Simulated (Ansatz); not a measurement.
`N=COBN` and `[CH3][SnH2][O]C=N` differ in one atom or group.

Ansatz, PBE0-D4/def2-TZVP geometries, multiplicity 1. Each molecule was computed in one conformer, which needn't be the lowest.

Elements past krypton have def2 core potentials.

```csv
property,`N=COBN`
HOMO energy (PBE/def2-TZVPP) / eV,-6.64
size of the dipole moment (B3LYP/def2-TZVPP) / D,1.20
HOMO energy (PBE0/def2-TZVPP) / eV,-7.99
LUMO energy (PBE/def2-TZVPP) / eV,-1.17
LUMO energy (B3LYP/def2-TZVPP) / eV,-0.35
HOMO energy (B3LYP/def2-TZVPP) / eV,-7.74
```

Q: What does the change do to each property? (Estimate.)

A: The calculation gave: 
```csv
property,`[CH3][SnH2][O]C=N`,shift
HOMO energy (PBE/def2-TZVPP) / eV,-6.15,0.49
size of the dipole moment (B3LYP/def2-TZVPP) / D,3.77,2.57
HOMO energy (PBE0/def2-TZVPP) / eV,-7.64,0.35
LUMO energy (PBE/def2-TZVPP) / eV,-1.19,-0.02
LUMO energy (B3LYP/def2-TZVPP) / eV,-0.68,-0.33
HOMO energy (B3LYP/def2-TZVPP) / eV,-7.41,0.33
```

With PBE0 the HOMO rises by 0.35 eV and the LUMO falls by 0.35 eV, so the gap narrows by about 0.70 eV. PBE moves the HOMO by 0.49 eV and ωB97M-V by 0.38 eV. Dipoles are sizes alone; their direction can turn.

B3LYP here is the variant with VWN-RPA as its local correlation; programs differ in this.
